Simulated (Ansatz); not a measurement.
Start from `O[SiH2][SiH2]Cl` and change one element to get `O[SiH2][SiH2]F`.

Ansatz, PBE0-D4/def2-TZVP geometries, multiplicity 1. Each molecule was computed in one conformer, which needn't be the lowest.

| property | `O[SiH2][SiH2]Cl` |
| --- | --- |
| HOMO–LUMO gap (B3LYP/def2-TZVPP) / eV | 6.58 |
| HOMO energy (PBE/def2-TZVPP) / eV | -6.71 |
| LUMO energy (ωB97M-V/def2-TZVPP) / eV | 0.79 |
| HOMO energy (B3LYP/def2-TZVPP) / eV | -7.75 |
| LUMO energy (B3LYP/def2-TZVPP) / eV | -1.17 |
| LUMO energy (PBE/def2-TZVPP) / eV | -1.84 |

(1) What does the change do to each property? (Estimate.)

## Answers

(1) The calculation gave: 
| property | `O[SiH2][SiH2]F` | shift |
| --- | --- | --- |
| HOMO–LUMO gap (B3LYP/def2-TZVPP) / eV | 6.78 | 0.20 |
| HOMO energy (PBE/def2-TZVPP) / eV | -6.96 | -0.25 |
| LUMO energy (ωB97M-V/def2-TZVPP) / eV | 0.71 | -0.08 |
| HOMO energy (B3LYP/def2-TZVPP) / eV | -8.00 | -0.25 |
| LUMO energy (B3LYP/def2-TZVPP) / eV | -1.21 | -0.04 |
| LUMO energy (PBE/def2-TZVPP) / eV | -1.88 | -0.04 |

B3LYP here is the variant with VWN-RPA as its local correlation; programs differ in this.
